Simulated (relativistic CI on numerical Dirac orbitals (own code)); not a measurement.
Energy levels of Pb28+

Computed by Dirac-Coulomb-Breit CI, KLI orbitals optimised for each configuration, model QED (radiative potential, 1s self-energy scaled to tabulated hydrogen-like ionisation energies), unscaled Slater integrals (own radial code, finite nucleus).

Configurations in the expansion (outside the closed core [Ar] 3d10): 4s2.4p6.4d10.4f8, 4s2.4p6.4d10.4f7.5s, 4s2.4p6.4d9.4f9, 4s2.4p6.4d10.4f6.5s2, 4s2.4p6.4d10.4f7.5p, 4s2.4p5.4d10.4f9, 4s.4p6.4d10.4f9, 4s2.4p6.4d10.4f7.6s, 4s2.4p6.4d10.4f7.7s, 4p6.4d10.4f10, 4s.4p6.4d10.4f7.5s2, 4s.4p6.4d10.4f8.5s. Levels of other configurations are missing.

The lowest level is 4s2.4p6.4d10.4f8 7F_6, with 66 % of that term; Hund's rules for 4s2.4p6.4d10.4f8 give 7F with J = 6, in agreement.

```
No.     Configuration  Term   J  E (cm⁻¹)   %  Landé g  Lifetime (s)
  1  4s2.4p6.4d10.4f8    7F   6       0.0  66    1.423              
  2  4s2.4p6.4d10.4f8    7F   4   16349.5  37    1.409      7.25e+03
  3  4s2.4p6.4d10.4f8    7F   5   23311.9  77    1.444      1.89e-03
  4  4s2.4p6.4d10.4f8    7F   2   33978.3  49    1.430              
  5  4s2.4p6.4d10.4f8    7F   3   34110.8  63    1.440      2.51e-03
  6  4s2.4p6.4d10.4f8    7F   1   43551.8  65    1.446      8.77e-03
  7  4s2.4p6.4d10.4f8    7F   0   44031.2  61               3.93e+01
  8  4s2.4p6.4d10.4f8    3H   6   56203.4  19    1.105      4.10e-04
  9  4s2.4p6.4d10.4f8    7F   4   64156.1  51    1.349      3.17e-04
 10  4s2.4p6.4d10.4f8    5L  10   72134.6  61    1.145              
 11  4s2.4p6.4d10.4f8    5D   4   74871.4  34    1.138      3.69e-04
 12  4s2.4p6.4d10.4f8    5H   7   77245.0  25    1.104      1.98e-03
 13  4s2.4p6.4d10.4f8    5H   5   81560.5  30    1.121      4.37e-04
 14  4s2.4p6.4d10.4f8    7F   2   84083.8  36    1.388      2.17e-04
 15  4s2.4p6.4d10.4f8    5L   8   84737.6  34    1.100      1.08e-01
 16  4s2.4p6.4d10.4f8    5L   9   86518.0  58    1.124      1.27e-02
 17  4s2.4p6.4d10.4f8    5G   3   87315.7  39    0.888      5.75e-04
 18  4s2.4p6.4d10.4f8    5L   6   90708.4  29    0.998      4.97e-04
 19  4s2.4p6.4d10.4f8    5G   2   94699.1  62    0.532      9.30e-04
 20  4s2.4p6.4d10.4f8    5F   5   98882.7  26    1.207      3.10e-04
 21  4s2.4p6.4d10.4f8    3H   6  100010.0  26    1.115      4.85e-04
 22  4s2.4p6.4d10.4f8    5L   7  102516.5  27    1.085      2.05e-03
 23  4s2.4p6.4d10.4f8    1S   0  104091.8  36               1.89e-04
 24  4s2.4p6.4d10.4f8    3G   5  106637.0  24    1.163      3.47e-04
 25  4s2.4p6.4d10.4f8    5F   4  107395.3  34    1.216      1.14e-03
 26  4s2.4p6.4d10.4f8    5D   3  107754.2  37    1.342      3.46e-04
 27  4s2.4p6.4d10.4f8    5H   7  109526.8  26    1.121      1.28e-03
 28  4s2.4p6.4d10.4f8    5L   8  113405.5  41    1.134      1.43e-03
 29  4s2.4p6.4d10.4f8    5P   2  116112.3  31    1.523      1.20e-03
 30  4s2.4p6.4d10.4f8    5I   4  116790.6  31    0.841      6.56e-04
 31  4s2.4p6.4d10.4f8    3O  10  119610.8  31    1.026      5.98e-04
 32  4s2.4p6.4d10.4f8    5F   1  120217.4  41    0.636      1.99e-04
 33  4s2.4p6.4d10.4f8    5G   6  120651.0  46    1.232      1.64e-03
 34  4s2.4p6.4d10.4f8    5K   9  120884.0  39    1.142      7.76e-04
 35  4s2.4p6.4d10.4f8    5H   4  120900.9  26    0.998      4.73e-04
 36  4s2.4p6.4d10.4f8    5K   8  122614.2  47    1.112      2.25e-03
 37  4s2.4p6.4d10.4f8    5F   2  122745.4  32    1.131      5.50e-04
 38  4s2.4p6.4d10.4f8    5D   3  124132.7  54    1.461      1.56e-04
 39  4s2.4p6.4d10.4f8    5H   6  125284.8  42    1.097      6.43e-04
 40  4s2.4p6.4d10.4f8    5K   5  126033.9  26    0.938      3.15e-04
 41  4s2.4p6.4d10.4f8    5G   5  127468.5  27    1.139      8.77e-04
 42  4s2.4p6.4d10.4f8    5H   3  128226.6  43    0.772      4.83e-04
 43  4s2.4p6.4d10.4f8    3D   3  128935.7  25    1.190      3.05e-04
 44  4s2.4p6.4d10.4f8    5D   4  133786.7  24    1.154      2.43e-04
 45  4s2.4p6.4d10.4f8    3O  12  133990.4  76    1.059      9.68e+02
```

Energies count from the lowest computed level; lifetimes are radiative, by E1, M1, E2, M2 decay to levels of this space only; some are left blank where a channel outside the calculation adds to the decay or the decay crosses a small, uncertain gap.

The mean weight of the leading LS term, summed over parents, in these 45 levels is 40 %, and that of the leading jj configuration (from the same eigenvectors) 57 %, so jj coupling describes them better and the LS labels are nominal.

At this charge energies of transitions that change n are usually good to better than 1 %, and those within a shell (Δn = 0) to a few per cent. Terms inside the open d or f shell come out 10 to 20 % too wide with unscaled integrals.

LS names give the leading component of a level, which can be under half, so a name can repeat, a term be missing and a line seem to break the LS rules.
